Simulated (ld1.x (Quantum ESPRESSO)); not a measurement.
# Fe (Z = 26), TM: configuration errors across variants

ld1.x (Quantum ESPRESSO) 7.5 input, shortened:

```
&input
   title='Fe', zed=26., rel=1, dft='PBESOL', iswitch=3,
   config='[Ar] 3d6 4s1.5 4p0.5'
 /
 &inputp
   pseudotype=2, tm=.true., lloc=2,
   nlcc=.false.
 /
3
3S  1  0   2.00   0.00  1.35  1.35  0.0
3P  2  1   6.00   0.00  1.15  1.15  0.0
3D  3  2   6.00   0.00  1.85  1.85  0.0
 &test
   configts(1)='3s2 3p6 3d6 4s1.5 4p0.5'
 /
```

Occupied shells without a wave of their own: 4p, 4s. They enter only through the test configuration that unscreens the potential.

All-electron excitation energies from the reference (eV): (1) 3s2 3p6 3d6 4s2 4p0 -2.037; (2) 3s2 3p6 3d6 4s1 4p0 6.708; (3) 3s2 3p6 3d6 4s0 4p0 22.824; (4) 3s2 3p6 3d5 4s2 4p1 6.740; (5) 3s2 3p6 3d6 4s1 4p1 2.098; (6) 3s2 3p6 3d6 4s0 4p1 11.785; (7) 3s2 3p6 3d7 4s1 4p0 -2.837.

For the base: The 4p, 4s levels have no wave, so the channel is fitted at the deeper level alone: the likely source of the large errors.

The file “base” misses its own reference levels by 0.6 eV. The file “wave 3p (bound): rc 1.15 bohr becomes 3p (bound): rc 0.74 bohr” misses its own reference levels by 0.6 eV. The file “wave 3p (bound): rc 1.15 bohr becomes 3p (bound): rc 0.88 bohr” misses its own reference levels by 0.6 eV. The file “wave 3p (bound): rc 1.15 bohr becomes 3p (bound): rc 0.94 bohr” misses its own reference levels by 0.6 eV. The file “wave 3p (bound): rc 1.15 bohr becomes 3p (bound): rc 1.08 bohr” misses its own reference levels by 0.6 eV. The file “wave 3p (bound): rc 1.15 bohr becomes 3p (bound): rc 1.20 bohr” misses its own reference levels by 0.6 eV. The file “wave 3p (bound): rc 1.15 bohr becomes 3p (bound): rc 1.30 bohr” misses its own reference levels by 0.6 eV. The file “wave 3p (bound): rc 1.15 bohr becomes 3p (bound): rc 1.42 bohr” misses its own reference levels by 0.6 eV. The file “wave 3p (bound): rc 1.15 bohr becomes 3p (bound): rc 1.52 bohr” misses its own reference levels by 0.6 eV. The file “wave 3p (bound): rc 1.15 bohr becomes 3p (bound): rc 1.72 bohr” misses its own reference levels by 0.6 eV.

Errors AE − PS in meV (a dash: test not solved or not reliable):

```tsv
change	(1)	(2)	(3)	(4)	(5)	(6)	(7)	bound ghosts
base	+384	-135	-1444	+562	-478	-1720	+7.0	none
wave 3p (bound): rc 1.15 bohr becomes 3p (bound): rc 0.74 bohr	+385	-131	-1436	+563	-480	-1721	+9.3	none
wave 3p (bound): rc 1.15 bohr becomes 3p (bound): rc 0.88 bohr	+385	-132	-1437	+562	-480	-1721	+9.0	none
wave 3p (bound): rc 1.15 bohr becomes 3p (bound): rc 0.94 bohr	+384	-132	-1439	+562	-480	-1722	+8.4	none
wave 3p (bound): rc 1.15 bohr becomes 3p (bound): rc 1.08 bohr	+384	-134	-1443	+562	-479	-1721	+7.4	none
wave 3p (bound): rc 1.15 bohr becomes 3p (bound): rc 1.20 bohr	+383	-135	-1445	+562	-478	-1720	+6.8	none
wave 3p (bound): rc 1.15 bohr becomes 3p (bound): rc 1.30 bohr	+383	-135	-1445	+562	-478	-1720	+6.9	none
wave 3p (bound): rc 1.15 bohr becomes 3p (bound): rc 1.42 bohr	+384	-133	-1442	+561	-479	-1722	+7.4	none
wave 3p (bound): rc 1.15 bohr becomes 3p (bound): rc 1.52 bohr	+386	-129	-1435	+558	-482	-1726	+8.4	none
wave 3p (bound): rc 1.15 bohr becomes 3p (bound): rc 1.72 bohr	+392	-114	-1409	+545	-490	-1743	+12	none
```

Give the same row for: wave 3p (bound): rc 1.15 bohr becomes 3p (bound): rc 1.64 bohr.

+389, -122, -1422, +551, -486, -1734, +10; bound ghosts: none.
